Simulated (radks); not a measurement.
Valence configurations of the cobalt ion Co2+ (all share [Ar]). Method: Dirac Kohn-Sham, PBEsol, spin-unpolarised, spherical densities, point nucleus; open shells fill j = l - 1/2 first; computed with a radial shooting solver on a logarithmic mesh with Libxc functionals. Energies are relative to 3d7; eigenvalues in eV.

valence          E (eV)  e(3d3/2)  e(3d5/2)  e(4p1/2)  e(4s1/2)
3d7               0.000   -27.126   -26.928         -         -
3d6.5 4s0.5       3.570   -30.231   -30.023         -   -21.910
3d6 4s1           8.146   -33.552   -33.335         -   -23.107
3d6 4p1          14.835   -34.832   -34.613   -17.151         -
3d5 4s2          20.745   -40.794   -40.557         -   -25.443
3d5 4s1 4p1      27.965   -42.025   -41.787   -18.886   -26.137
3d5 4p2          35.245   -43.222   -42.983   -19.477         -
3d4.5 4s0.5 4p2  44.023   -47.070   -46.821   -20.293   -27.876
3d4 4s2 4p1      46.401   -49.947         -   -20.553   -28.342
3d3 4s2 4p2      79.522   -59.649         -   -22.698   -31.074

NIST lists [Ar] 3d7 as the ground configuration; this level of theory agrees among the configurations tried. The energies are those of spherical spin-averaged densities, not of single terms.
